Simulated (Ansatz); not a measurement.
C3H9O3Si, SMILES CO[Si](OC)OC, multiplicity 2.

The structure is a stationary point at PBE0-D3(BJ)/def2-SVP. The isomer is the one that the SMILES or the coordinates give; other isomers of the formula were not compared. One conformer was computed; it need not be the lowest.

Two levels are set side by side: PBE/def2-SVPD (Ansatz, an electronic-structure program) and PBE0/def2-SVPD (Ansatz). Energy differences of separate SCF runs at the same geometry; the states with an electron removed or added have multiplicity 1 and 1. Differences are taken from unrounded values.

| quantity | PBE0 | PBE | PBE minus PBE0 |
|---|---|---|---|
| vertical ionisation energy (eV) | 7.83 | 7.47 | -0.35 |
| vertical electron affinity (eV) | 0.47 | 0.57 | 0.10 |
